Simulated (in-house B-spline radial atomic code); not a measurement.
Computed with a B-spline radial atomic code. Model: two electrons, singlet ground state, non-relativistic, full CI in B-splines with partial waves to l = 8 (at full coupling up to 3e-4 hartree above the limit, correlation up to 0.6 % small), density held at that of full coupling by Lieb maximisation.

Along the adiabatic connection the electron repulsion is scaled by a coupling λ while a local potential keeps the density fixed. At λ = 0 the system is the Kohn-Sham one and W equals the exchange energy; the exchange-correlation energy is the area under W between 0 and 1. The kinetic energy rises with λ as the electrons avoid each other, with dT/dλ = −λ dW/dλ.

Command:
```bash
python run_ac.py task.json out
```
Settings (lengths in bohr, energies in hartree):
```
potential              ball
strength               1
lmax                   8
wall_radius            9.1
```

Run time, properties included: 6.2 s on 1 thread of Intel(R) Xeon(R) Processor @ 2.30GHz (shared host).

**W = mean repulsion less Hartree energy, and W of three functionals.**

Given: confinement empty hard sphere; hard wall radius 9.1 bohr; external potential zero inside.

Computed: LDA exchange minus exact 20.805 millihartree; PBE exchange minus exact 5.0386 millihartree.

| coupling | W xc (hartree) | W xc minus exchange (millihartree) | kinetic minus Kohn-Sham (millihartree) | LDA (PW92) W minus its exchange (millihartree) | PBE W minus its exchange (millihartree) | SCAN W minus its exchange (millihartree) |
| --- | --- | --- | --- | --- | --- | --- |
| 0 | -0.17622 | 0 | 0 | 0 | 0 | 0 |
| 0.02 | -0.17867 | -2.454 | 0.02 | -8.09 | -4.36 | -1.9 |
| 0.05 | -0.18208 | -5.865 | 0.14 | -15.29 | -9.18 | -4.53 |
| 0.12 | -0.18893 | -12.716 | 0.72 | -26.58 | -17.55 | -9.91 |
| 0.25 | ? | ? | ? | ? | ? | ? |
| 0.4 | -0.20609 | -29.878 | 4.88 | -50.38 | -37.12 | -25.08 |
| 0.6 | -0.21289 | -36.675 | 8.23 | -60.01 | -45.51 | -32.23 |
| 0.8 | -0.2175 | -41.281 | 11.43 | -67 | -51.73 | -37.61 |
| 1 | -0.22083 | -44.613 | 14.41 | -72.39 | -56.58 | -41.78 |
| 1.4 | -0.22536 | -49.147 | 19.78 | -80.33 | -63.81 | -47.82 |
| 2 | -0.22951 | -53.293 | 26.72 | -88.33 | -71.16 | -53.53 |
| 3 | -0.23348 | -57.263 | 36.46 | -96.74 | -78.98 | -58.85 |
| 4.5 | ? | ? | ? | ? | ? | ? |
| 7 | -0.23982 | -63.603 | 65.64 | -111.64 | -92.96 | -65.89 |
| 10 | -0.24189 | -65.678 | 83.02 | -116.8 | -97.83 | -67.56 |

Question: What belongs in the row 0.25?

Answer: W xc (hartree): -0.19849; W xc minus exchange (millihartree): -22.272; kinetic minus Kohn-Sham (millihartree): 2.45; LDA (PW92) W minus its exchange (millihartree): -40.04; PBE W minus its exchange (millihartree): -28.36; SCAN W minus its exchange (millihartree): -17.95.

Question: What belongs in the row 4.5?

Answer: W xc (hartree): -0.2368; W xc minus exchange (millihartree): -60.58; kinetic minus Kohn-Sham (millihartree): 48.65; LDA (PW92) W minus its exchange (millihartree): -104.34; PBE W minus its exchange (millihartree): -86.08; SCAN W minus its exchange (millihartree): -62.85.

Question: What is the SCAN exchange minus exact?

Answer: -4.8365 millihartree.

**Energy parts, natural occupations and partial-wave weights.**

Computed: total energy 0.2746 hartree; exchange energy -0.17622 hartree; kinetic part of the DFT correlation energy 0.014413 hartree; kinetic part over minus potential part 0.32307; Hartree energy 0.35243 hartree; Kohn-Sham kinetic 0.12857 hartree; Lieb Oxford ratio E_xc over LDA exchange 1.3282.

```csv
natural,occupation of the shell (electrons)
s,1.7401
p,0.25596
s,?
d,0.0003687
p,0.00012089
f,6.6053e-05
```

Question: What belongs in the row s?

Answer: occupation of the shell (electrons): 0.0032809.

| wave | weight |
| --- | --- |
| s | 0.87171 |
| p | 0.12804 |
| d | ? |
| f | 3.581e-05 |
| g | 8.6906e-06 |

Question: What belongs in the row d?

Answer: weight: 0.00019278.

Question: What is the initial slope twice GL2?

Answer: -0.12631 hartree.

Question: What is the correlation energy?

Answer: -0.0302 hartree.

Half-way to full coupling W has made 75 % of its drop, against 50 % for a straight line, and second-order (GL2) theory, half the initial slope, overshoots the correlation energy by about 109 %: correlation is strong. Over couplings 0 to 1 the errors in E_xc come to about +0.1 millihartree for LDA, -2.8 millihartree for PBE, -1.1 millihartree for SCAN, so LDA is nearest. In LDA and PBE and SCAN the errors of exchange and correlation have opposite signs, so the sum is smaller than the larger of the two.
